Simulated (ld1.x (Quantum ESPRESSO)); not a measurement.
**Configuration tests for Al (Z = 13) (TM)**

aluminium, norm-conserving Troullier–Martins (Kleinman–Bylander form), made with ld1.x (Quantum ESPRESSO) 7.5 (PBE, scalar-relativistic). Core [Ne], reference 3s2 3p1. Waves: 3s (bound): rc 2.30 bohr; 3d channel at -0.15 Ry: rc 3.10 bohr; 3p (bound): rc 2.90 bohr. Local part: the p channel. Core correction: none.

Energies are relative to the spin-unpolarised reference configuration 3s2 3p1; without spin polarisation the order of configurations can differ from experiment.

```csv
valence configuration,charge,ΔE all-electron (eV),error AE − PS (meV)
3s1 3p0,+2,24.987,+15
3s2 3p0.5,+0.5,2.086,-0.5
3s1 3p1,+1,11.571,+7.9
3s1 3p2,0,5.139,+6.6
3s0 3p3,0,10.451,+33
3s2 3p1.3,-0.3,-0.575,0.0
```

(1) What are ΔE and the potential's error for 3s2 3p0?

Answers

(1) ΔE = 5.761 eV all-electron; the error (AE − PS) is -2.8 meV.
